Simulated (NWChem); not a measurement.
System: CH$_{6}$Sn; SMILES [CH3][SnH3]

The following NWChem deck was run.

```
start job
memory heap 200 mb stack 900 mb global 1100 mb
geometry units angstroms
  Sn    -0.229445     0.023696    -0.005564
  C      1.904467    -0.196641     0.046182
  H     -0.913881    -0.915889    -1.188049
  H     -0.676899     1.591610    -0.306722
  H     -0.925848    -0.416217     1.433549
  H      2.174867    -1.224134     0.260061
  H      2.332984     0.437185     0.813777
  H      2.337853     0.080082    -0.907861
end
basis spherical
  * library def2-svp
end
ecp
  Sn library def2-ecp
end
dft
  xc pbe0
  iterations 150
end
driver
  maxiter 120
end
task dft optimize
dft
  grid fine
  convergence energy 1d-8 density 1d-7
end
task dft freq numerical
```

NWChem printed, in part:

```
             Northwest Computational Chemistry Package (NWChem) 7.3.0
             --------------------------------------------------------

 C3  symmetry detected

                             Geometry "geometry" -> ""
                             -------------------------

 Output coordinates in angstroms (scale by  1.889725989 to convert to a.u.)

  No.       Tag          Charge          X              Y              Z
 ---- ---------------- ---------- -------------- -------------- --------------
    1 Sn                  50.0000     0.00000000     0.00000000    -0.30021085
    2 C                    6.0000     0.00000000     0.00000000     1.84567043
    3 H                    1.0000    -1.19115006    -0.97726269    -0.91304929
    4 H                    1.0000     1.44190935    -0.54293487    -0.91304929
    5 H                    1.0000    -0.25075929     1.52019756    -0.91304929
    6 H                    1.0000    -0.94410782     0.37307972     2.22522257
    7 H                    1.0000     0.79515042     0.63108150     2.22522257
    8 H                    1.0000     0.14895740    -1.00416122     2.22522257

 Effective nuclear repulsion energy (a.u.)     165.6360290070

      Symmetry information
      --------------------

 Group name             C3
 Group number              5
 Group order               3
 No. of unique centers     4

                                Z-matrix (autoz)
                                --------

 Units are Angstrom for bonds and degrees for angles

      Type          Name      I     J     K     L     M      Value
      ----------- --------  ----- ----- ----- ----- ----- ----------
    1 Stretch                  1     2                       2.14588
    2 Stretch                  1     3                       1.65815
    3 Stretch                  1     4                       1.65815
    4 Stretch                  1     5                       1.65815
    5 Stretch                  2     6                       1.08378
    6 Stretch                  2     7                       1.08378
    7 Stretch                  2     8                       1.08378
    8 Bend                     1     2     6               110.50017
    9 Bend                     1     2     7               110.50017
   10 Bend                     1     2     8               110.50017
   11 Bend                     2     1     3               111.69048
   12 Bend                     2     1     4               111.69048
   13 Bend                     2     1     5               111.69048
   14 Bend                     3     1     4               107.16367
   15 Bend                     3     1     5               107.16367
   16 Bend                     4     1     5               107.16367
   17 Bend                     6     2     7               108.42296
   18 Bend                     6     2     8               108.42296
   19 Bend                     7     2     8               108.42296
   20 Torsion                  3     1     2     6         -60.92896
   21 Torsion                  3     1     2     7         179.07104
   22 Torsion                  3     1     2     8          59.07104
   23 Torsion                  4     1     2     6         179.07104
   24 Torsion                  4     1     2     7          59.07104
   25 Torsion                  4     1     2     8         -60.92896
   26 Torsion                  5     1     2     6          59.07104
   27 Torsion                  5     1     2     7         -60.92896
   28 Torsion                  5     1     2     8         179.07104

                           NWChem Geometry Optimization
                           ----------------------------

[...]

      ----------------------
      Optimization converged
      ----------------------

  Step       Energy      Delta E   Gmax     Grms     Xrms     Xmax
  ---- ---------------- -------- -------- -------- -------- --------
@    5    -255.89641649 -2.4D-08  0.00001  0.00000  0.00014  0.00029
                                     ok       ok       ok       ok

                                Z-matrix (autoz)
                                --------

 Units are Angstrom for bonds and degrees for angles

      Type          Name      I     J     K     L     M      Value     Gradient
      ----------- --------  ----- ----- ----- ----- ----- ---------- ----------
    1 Stretch                  1     2                       2.15187    0.00001
    2 Stretch                  1     3                       1.71691   -0.00000
    3 Stretch                  1     4                       1.71691   -0.00000
    4 Stretch                  1     5                       1.71691   -0.00000
    5 Stretch                  2     6                       1.09897    0.00000
    6 Stretch                  2     7                       1.09897    0.00000
    7 Stretch                  2     8                       1.09897    0.00000
    8 Bend                     1     2     6               110.03686    0.00000
    9 Bend                     1     2     7               110.03686    0.00000
   10 Bend                     1     2     8               110.03686    0.00000
   11 Bend                     2     1     3               110.08329    0.00000
   12 Bend                     2     1     4               110.08329    0.00000
   13 Bend                     2     1     5               110.08329    0.00000
   14 Bend                     3     1     4               108.85228   -0.00000
   15 Bend                     3     1     5               108.85228   -0.00000
   16 Bend                     4     1     5               108.85228   -0.00000
   17 Bend                     6     2     7               108.89970   -0.00000
   18 Bend                     6     2     8               108.89970   -0.00000
   19 Bend                     7     2     8               108.89970   -0.00000
   20 Torsion                  3     1     2     6         -60.83578   -0.00000
   21 Torsion                  3     1     2     7         179.16422   -0.00000
   22 Torsion                  3     1     2     8          59.16422   -0.00000
   23 Torsion                  4     1     2     6         179.16422   -0.00000
   24 Torsion                  4     1     2     7          59.16422   -0.00000
   25 Torsion                  4     1     2     8         -60.83578   -0.00000
   26 Torsion                  5     1     2     6          59.16422   -0.00000
   27 Torsion                  5     1     2     7         -60.83578   -0.00000
   28 Torsion                  5     1     2     8         179.16422   -0.00000

[...]

 Rotational Constants
 --------------------
 A=   1.520840 cm-1  (  2.188101 K)
 B=   0.227488 cm-1  (  0.327298 K)
 C=   0.227488 cm-1  (  0.327298 K)

 Temperature                      =   298.15K
 frequency scaling parameter      =   1.0000

 Zero-Point correction to Energy  =   35.081 kcal/mol  (  0.055905 au)
 Thermal correction to Energy     =   38.116 kcal/mol  (  0.060741 au)
 Thermal correction to Enthalpy   =   38.708 kcal/mol  (  0.061685 au)

 Total Entropy                    =   67.874 cal/mol-K
   - Translational                =   40.615 cal/mol-K (mol. weight = 135.9487)
   - Rotational                   =   20.351 cal/mol-K (symmetry #  =        3)
   - Vibrational                  =    6.908 cal/mol-K

 Cv (constant volume heat capacity) =   16.085 cal/mol-K
   - Translational                  =    2.979 cal/mol-K
   - Rotational                     =    2.979 cal/mol-K
   - Vibrational                    =   10.126 cal/mol-K

[normal modes left out]

 ----------------------------------------------------------------------------
 Normal Eigenvalue ||           Projected Infra Red Intensities
  Mode   [cm**-1]  || [atomic units] [(debye/angs)**2] [(KM/mol)] [arbitrary]
 ------ ---------- || -------------- ----------------- ---------- -----------
    1       -0.000 ||    0.000039           0.001         0.038       0.009
    2       -0.000 ||    0.000000           0.000         0.000       0.000
    3        0.000 ||    0.000039           0.001         0.038       0.009
    4        0.000 ||    0.000300           0.007         0.292       0.070
    5        0.000 ||    0.000000           0.000         0.000       0.000
    6        0.000 ||    0.000300           0.007         0.293       0.071
    7      118.123 ||    0.000000           0.000         0.000       0.000
    8      410.930 ||    0.023254           0.536        22.669       5.468
    9      410.930 ||    0.023254           0.536        22.669       5.468
   10      529.956 ||    0.027125           0.626        26.443       6.378
   11      702.124 ||    0.190059           4.385       185.279      44.693
   12      732.260 ||    0.081737           1.886        79.681      19.221
   13      732.260 ||    0.081737           1.886        79.681      19.221
   14      792.208 ||    0.032396           0.747        31.581       7.618
   15      792.208 ||    0.032396           0.747        31.581       7.618
   16     1216.528 ||    0.000808           0.019         0.788       0.190
   17     1435.413 ||    0.002870           0.066         2.798       0.675
   18     1435.413 ||    0.002870           0.066         2.798       0.675
   19     1925.803 ||    0.084868           1.958        82.733      19.957
   20     1927.571 ||    0.213640           4.929       208.267      50.238
   21     1927.571 ||    0.213640           4.929       208.267      50.238
   22     3075.409 ||    0.005970           0.138         5.820       1.404
   23     3193.243 ||    0.001660           0.038         1.618       0.390
   24     3193.243 ||    0.001660           0.038         1.618       0.390
 ----------------------------------------------------------------------------
```

Level: PBE0/def2-SVP with def2 effective core potentials on Sn. def2 effective core potentials on Sn; no spin-orbit coupling.
